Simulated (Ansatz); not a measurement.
# Relaxing a trial structure of AlBeH3Si

The starting geometry of this gas-phase singlet was optimised with GFN2-xTB.

```csv
atom,x (Å),y (Å),z (Å)
Al,-1.1441,-1.7782,-0.8074
Be,-1.7259,-1.0138,-3.0815
Si,-0.5131,0.2789,-1.8083
H,-2.8312,-1.4165,-3.6367
H,-1.2837,-3.2192,-0.1183
H,-2.5086,-0.8993,-0.6271
```

Task: Predict what becomes of its bonds when it is optimised with PBE0-D4/def2-TZVP.

Result: A new bond forms, giving a structure with H6 bridging Al1 and Si3, given below by its coordinates. Distances that change by over a tenth: Al1–H6 (1.63 → 1.92 Å). Contacts that close: Si3–H6 (2.60 → 1.62 Å).

The energy falls by 1.17 eV over 12 steps:

```csv
step,E − E(last) (eV)
1,1.173
2,0.742
3,0.376
5,0.085
6,0.018
7,0.003
8,0.000
10,0.000
11,0.000
12,0.000
```

Final geometry (Å):

```xyz
6

Al   -0.9773   -1.9912   -0.8117
Be   -2.0592   -0.9753   -3.0678
Si   -0.9043    0.1191   -1.5868
H    -2.7525   -1.4929   -4.0972
H    -1.2660   -3.2899    0.0591
H    -2.0474   -0.4178   -0.5750
```

Frequencies at the end are all real (lowest 200 cm⁻¹). Run with Ansatz 0.2.0, 18 s on 2 threads of Arm Neoverse V1, on a shared host.
